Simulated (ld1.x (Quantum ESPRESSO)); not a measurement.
# Logarithmic derivatives: Si, RRKJ

| Property | Result |
| --- | --- |
| Element | Si (Z = 14) |
| Generator | ld1.x (Quantum ESPRESSO) 7.5 |
| Type | norm-conserving RRKJ (Kleinman–Bylander form) |
| Functional | LDA (PZ) |
| Relativity | non-relativistic |
| Frozen core | [Ne] |
| Valence charge | 4 |
| Reference configuration | 3s1 3p0 (charge +3) |
| Partial waves | 3p (bound, empty): rc 1.50 bohr; 3d channel at 0.05 Ry: rc 1.80 bohr; 3s (bound): rc 1.70 bohr |
| Local potential | the s channel |
| Core correction | none |

The phase is arctan(r·u′/u) with u = r·R(r), unwrapped; energies in Ry, scanned from -5 to 5 Ry. A pole is an energy at which the radial function vanishes at the test radius. The pseudo phase is shifted by a multiple of π to meet the all-electron one at the reference energy, and phase errors are pseudo minus all-electron; the curves can meet again beyond the range given. Levels narrower than the energy grid can be missing from the lists of poles.

| channel | radius (bohr) | reference energy (Ry) | poles, all-electron | poles, pseudo | unbroken range about the reference energy with phases within 0.05 rad | phase error 1 Ry above the reference energy (rad) |
| --- | --- | --- | --- | --- | --- | --- |
| s | 1.95 | -2.91 | -0.12 | -0.26 | below 1.9 | -0.004 |
| p | 1.95 | -2.28 | 0.79 | 0.54 | below 1.9 | -0.007 |
| d | 1.95 | 0.05 | 1.29 | 1.32 | below 3.8 | +0.002 |

Phases in the s channel:

| E (Ry) | all-electron | pseudo |
| --- | --- | --- |
| -5.00 | 1.083 | 1.079 |
| -4.48 | 0.952 | 0.947 |
| -3.96 | 0.695 | 0.690 |
| -3.44 | 0.141 | 0.138 |
| -2.92 | -0.636 | -0.636 |
| -2.40 | -1.094 | -1.095 |
| -1.88 | -1.308 | -1.312 |
| -1.36 | -1.425 | -1.431 |
| -0.84 | -1.500 | -1.508 |
| -0.32 | -1.554 | -1.565 |
| 0.20 | -1.596 | -1.611 |
| 0.72 | -1.633 | -1.653 |
| 1.24 | -1.666 | -1.696 |
| 1.76 | -1.700 | -1.743 |
| 2.28 | -1.736 | -1.802 |
| 2.80 | -1.777 | -1.886 |
| 3.32 | -1.829 | -2.027 |
| 3.84 | -1.897 | -2.325 |
| 4.36 | -1.998 | -3.062 |
| 4.88 | -2.166 | -3.914 |
